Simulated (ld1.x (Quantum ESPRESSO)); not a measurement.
Transferability test, TM potential for gallium (Ga)

gallium (Ga), norm-conserving Troullier–Martins (Kleinman–Bylander form), made with ld1.x (Quantum ESPRESSO) 7.5 (PBE, scalar-relativistic). Core [Ar] 3d10, reference 4s2 4p0 (charge +1). Waves: 4p (bound, empty): rc 1.75 bohr; 4s (bound): rc 1.65 bohr. Local part: the s channel. Core correction: Bessel-smoothed model core inside 1.20 bohr.

Energies are relative to the spin-unpolarised reference configuration 4s2 4p0; without spin polarisation the order of configurations can differ from experiment.

(1) Give the all-electron excitation energy and the error of the potential for: 4s2 4p1; 4s1 4p0; 4s2 4p0.5; 4s1 4p2; 4s2 4p1.3; 4s1 4p1; 4s0 4p3.

Answers

(1)

```csv
valence configuration,charge,ΔE all-electron (eV),error AE − PS (meV)
4s2 4p1,0,-5.688,-9.6
4s1 4p0,+2,21.128,-105
4s2 4p0.5,+0.5,-3.658,-3.6
4s1 4p2,0,0.850,-6.8
4s2 4p1.3,-0.3,-6.222,-12
4s1 4p1,+1,7.372,-19
4s0 4p3,0,7.683,-40
```
